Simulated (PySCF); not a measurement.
Computed shifts of a molecule C₃H₁₀OSi₂, PBE/pcSseg-1 in PySCF, GIAO, gas phase, atoms alike by connectivity averaged where their shifts nearly agree, in ppm (number of nuclei): ¹³C: 142.8 (1), 138.4 (1), 32.0 (1). ²⁹Si: -13.4 (1), -64.4 (1). ¹H: 6.16 (1), 5.94 (1), 5.21 (1), 5.00 (1), 4.56 (3), 2.41 (1), 2.30 (1), 1.11 (1). References: ¹³C against TMS (σ = 182.0 ppm); ²⁹Si against TMS (σ = 335.4 ppm); ¹⁷O against H2O (σ = 334.3 ppm); ¹H against TMS (σ = 31.49 ppm), references at their B3LYP-D3(BJ)/def2-TZVP geometries, non-relativistic. The structure is a stationary point at PBE0-D3(BJ)/def2-SVP. Other conformers were not sampled.

Which molecule gave these data?
A. C=C([SiH3])C[SiH2]O
B. C[C@]1([SiH3])OC[SiH2]1
C. C[Si]1(C)OC[SiH2]1
D. [SiH3][C@H]1C[C@H]([SiH3])O1

A, C=C([SiH3])C[SiH2]O
